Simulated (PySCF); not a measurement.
B(Cl)2(Et) (C2H5BCl2), SMILES CCB(Cl)Cl.

Geometry: B3LYP-D3(BJ)/def2-SVP. The values are those of a single conformer.

These are B3LYP-D3(BJ)/def2-SVP in PySCF 2.14.0 values and carry that method's errors.

Frequencies are harmonic and unscaled.

Question: Give all harmonic wavenumbers and intensities. (The exact figures need the calculation; the answer reports its results.)

Answer: 
| mode | ν (cm⁻¹) | IR (km/mol) | Raman (Å⁴/amu) | depolarisation | moving atoms (share of kinetic energy) |
|---|---|---|---|---|---|
| 1 | 32 | 0.6 | 0.1 | 0.75 | H 54 %, C 35 %, Cl 10 % |
| 2 | 178 | 0.3 | 0.7 | 0.75 | Cl 44 %, C 34 %, H 18 % |
| 3 | 212 | 0.3 | 0.0 | – | H 83 %, C 9 % |
| 4 | 265 | 1.8 | 2.3 | 0.73 | Cl 70 %, C 19 % |
| 5 | 376 | 1.8 | 3.4 | 0.27 | Cl 42 %, C 41 %, H 15 % |
| 6 | 386 | 0.1 | 0.5 | 0.75 | B 53 %, H 41 % |
| 7 | 541 | 6.6 | 6.9 | 0.11 | Cl 41 %, C 39 %, H 15 % |
| 8 | 708 | 14.9 | 0.7 | 0.75 | H 56 %, B 24 %, C 20 % |
| 9 | 918 | 226.7 | 2.9 | 0.75 | B 58 %, H 30 %, Cl 10 % |
| 10 | 965 | 71.5 | 2.8 | 0.28 | C 38 %, B 31 %, H 28 % |
| 11 | 980 | 0.3 | 0.2 | 0.75 | H 79 %, C 15 % |
| 12 | 1068 | 109.8 | 1.0 | 0.57 | H 38 %, B 37 %, C 23 % |
| 13 | 1095 | 71.7 | 2.5 | 0.43 | H 40 %, C 34 %, B 25 % |
| 14 | 1247 | 0.2 | 4.3 | 0.75 | H 80 %, C 19 % |
| 15 | 1335 | 49.6 | 2.9 | 0.59 | C 45 %, H 44 %, B 11 % |
| 16 | 1397 | 5.8 | 11.2 | 0.71 | H 89 %, C 10 % |
| 17 | 1410 | 1.9 | 6.0 | 0.70 | H 82 %, C 18 % |
| 18 | 1474 | 12.4 | 12.6 | 0.74 | H 96 % |
| 19 | 1476 | 6.9 | 17.6 | 0.75 | H 97 % |
| 20 | 3008 | 17.4 | 112.8 | 0.07 | H 94 % |
| 21 | 3036 | 24.7 | 130.2 | 0.01 | H 97 % |
| 22 | 3037 | 3.6 | 91.7 | 0.75 | H 91 %, C 9 % |
| 23 | 3116 | 23.0 | 89.2 | 0.71 | H 90 %, C 10 % |
| 24 | 3118 | 19.3 | 43.0 | 0.75 | H 91 %, C 9 % |
